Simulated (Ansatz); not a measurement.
Stepwise reaction of `[SiH3][N]([SiH3])[Al]([Cl])[Cl]` with hydrogen, as a gas-phase model of exchange steps in deposition or etching. ΔE in kJ/mol.

Isolated molecules relaxed with PBE0-D4/def2-TZVP in Ansatz; ΔE leaves out vibrations. CCSD(T)/CBS adds triple-zeta CCSD(T) − MP2 to the extrapolated MP2 energy (def2 sets, frozen cores). This one scheme is used for every species. Functionals use def2-TZVPP. B3LYP here is the variant with VWN-RPA as its local correlation; programs differ in this. One conformer a species, not always the lowest.

| step | reaction | PBE-D4 | B3LYP-D4 | ωB97M-V | CCSD(T)/CBS |
| --- | --- | --- | --- | --- | --- |
| 1 | `[SiH3][N]([SiH3])[Al]([Cl])[Cl]` + H₂ → `[SiH3][N]([SiH3])[AlH][Cl]` + HCl | 132.5 | 135.5 | 135.2 | 137.7 |

Problem. Give the row of step 2, `[SiH3][N]([SiH3])[AlH][Cl]` + H₂ → `[AlH2][N]([SiH3])[SiH3]` + HCl. (Estimate.)

Solution. The calculation gave: 
```tsv
step	reaction	PBE-D4	B3LYP-D4	ωB97M-V	CCSD(T)/CBS
2	`[SiH3][N]([SiH3])[AlH][Cl]` + H₂ → `[AlH2][N]([SiH3])[SiH3]` + HCl	147.2	150.2	150.9	152.6
```

Problem. By hand: ΔE of the 2 steps together at CCSD(T)/CBS.

Solution. (137.7) + (152.6) = 290.3 kJ/mol, or 145.1 kJ/mol a step.

In ΔE each step is higher than the one before. All are uphill at CCSD(T)/CBS. PBE-D4 differs from CCSD(T)/CBS by -5.4 to -5.2 kJ/mol a step. Only this route is followed, and other bonds may react first. Isolated molecules leave out the surface, adducts and barriers. Largest T1 diagnostic: 0.012.
